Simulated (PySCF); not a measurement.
**CH4F2Si**

The system: CH4F2Si, a small molecule; neutral, singlet. The structure, one conformer, was relaxed in the gas phase by PBE0-D3(BJ)/def2-SVP. No frequency run checks that it is a minimum.

SMILES: FC(F)[SiH3]

```xyz
8

C     0.548   -0.639    0.515
Si   -0.488    0.670   -0.440
F    -0.276   -1.422    1.260
F     1.197   -1.435   -0.375
H     1.307   -0.210    1.196
H    -1.243    1.497    0.544
H    -1.418   -0.052   -1.351
H     0.450    1.529   -1.219
```
(Å; atoms numbered from 1)

Shieldings: GIAO PBE0/pcSseg-2. Shifts are against computed references at the same level: C TMS (σ 184.1 ppm), H TMS (σ 31.24 ppm), Si TMS (σ 341.3 ppm). Core levels by delta-SCF with SCAN, pcX-2 on the ionised atom and pcseg-1 elsewhere, spin-free X2C (2p3/2 is the spin-free 2p value less a third of a first-order spin-orbit splitting); from the vacuum level, for chosen atoms.

Task: Give the shieldings and core levels atom by atom.

Result: 
| atoms | bonded to | σ (ppm) | δ (ppm) | core level (eV) |
| --- | --- | --- | --- | --- |
| C1 | 2 F + 1 Si + 1 H | 58.2 | 125.9 | 1s 295.16 |
| Si2 | 1 C + 3 H | 413.9 | -72.6 | 2p3/2 107.40 |
| F3 | 1 C | 320.2 | - | 1s 693.20 |
| F4 | 1 C | 320.1 | - | 1s 693.20 |
| H5 | 1 C | 25.03 | 6.22 | - |
| H6 H7 H8 | 1 Si | 27.30 | 3.95 | - |

Values are those of this one static structure, with the three H of a rotating XH3 group averaged; atoms that internal rotation interchanges would show their mean in an NMR spectrum.

Task: By CAM-B3LYP/def2-SVPD (TDDFT singlets, Tamm-Dancoff triplets, ionisation by delta-SCF), where does absorption start, and what does vertical ionisation take?

Result: The lowest singlet lies at 8.01 eV (f 0.049), the strongest of the first 6 at 9.03 eV (f 0.197), the lowest triplet at 7.49 eV; vertical ionisation takes 11.40 eV.
